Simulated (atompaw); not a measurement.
## How hard is this germanium (Ge) PAW (atompaw) potential?

- Element: Ge (Z = 32)
- Generator: atompaw 4.2.0.5
- Type: PAW
- Functional: PBE
- Relativity: scalar-relativistic
- Frozen core: [Ar] 3d10
- Valence charge: 4
- Reference configuration: 4s2 4p2
- Partial waves: 4s (bound): rc 2.55 bohr; 4s channel at 0.7 Ry: rc 2.10 bohr; 4p (bound): rc 2.55 bohr; 4p channel at 2 Ry: rc 2.55 bohr
- Local potential: bessel scheme, radius 2.20 bohr
- Core correction: smooth core density matched at 1.60 bohr
- Augmentation charge: besselshape compensation charge, radius 2.00 bohr; PAW radius 2.55 bohr; waves and projectors: custom polynom gramschmidtortho

The pseudo-atom Hamiltonian at the reference potential is diagonalised in spherical Bessel functions j_l(qr) that vanish at 20 bohr, with q² up to the cutoff. All-electron valence levels (Ry): 4s -0.8622, 4p -0.2863.

**Question.** How do the lowest levels (Ry) of each channel move with the cutoff, and are there ghosts?

**Answer.**

| cutoff (Ry) | s #1 | s #2 | p #1 | p #2 | d #1 | f #1 | f #2 | Σ f·Δε (mRy) |
| --- | --- | --- | --- | --- | --- | --- | --- | --- |
| 8 | -0.8622 | -0.0331 | -0.2861 | 0.0238 | 0.0536 | 0.1080 | 0.2311 | 0.5 |
| 10 | -0.8622 | -0.0332 | -0.2863 | 0.0238 | 0.0536 | 0.1080 | 0.2311 | 0.1 |
| 12 | -0.8622 | -0.0332 | -0.2863 | 0.0238 | 0.0536 | 0.1080 | 0.2311 | 0.1 |
| 400 | -0.8622 | -0.0332 | -0.2863 | 0.0238 | 0.0536 | 0.1080 | 0.2311 | 0.0 |

Result: no extra level below or beside the all-electron valence levels (s, p, d, f tested); 10 mRy is reached at 6 Ry and 1 mRy at 8 Ry.
